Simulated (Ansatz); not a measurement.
Two isomers of C3H6BF: A = `CC1CB1F`, B = `B/C=C(/C)F`.

Program: Ansatz. Geometries: PBE0-D4/def2-TZVP. ΔE: electronic, gas phase. CCSD(T)/CBS adds triple-zeta CCSD(T) − MP2 to the extrapolated MP2 energy (def2 sets, frozen cores). DFT in def2-TZVPP. B3LYP here is the variant with VWN-RPA as its local correlation; programs differ in this.

Problem. Which isomer does CCSD(T)/CBS put lower? Give the gap. (An estimate is asked.)

Solution. Computed: A, by 107.9 kJ/mol.

Problem. Give E(B) − E(A) in kJ/mol with MP2/def2-TZVPP, PBE0-D4, HF/def2-TZVPP, r2SCAN-D4, ωB97M-V, B2PLYP, B3LYP. (An estimate is asked.)

Solution. The calculation gave: MP2/def2-TZVPP 116.8, PBE0-D4 113.8, HF/def2-TZVPP 84.5, r2SCAN-D4 104.8, ωB97M-V 108.8, B2PLYP 100.5, B3LYP 94.6. None reverses the order clearly.

Largest T1 diagnostic: 0.012.

From PBE to PBE0 (25 % exact exchange), in def2-TZVPP and without D4, E(B) − E(A) moves by +7.4 kJ/mol. In def2-TZVPP, CCSD(T) changes the Hartree–Fock value by +20.5 kJ/mol (the triples alone add −2.1 kJ/mol) and MP2 by +32.3 kJ/mol.
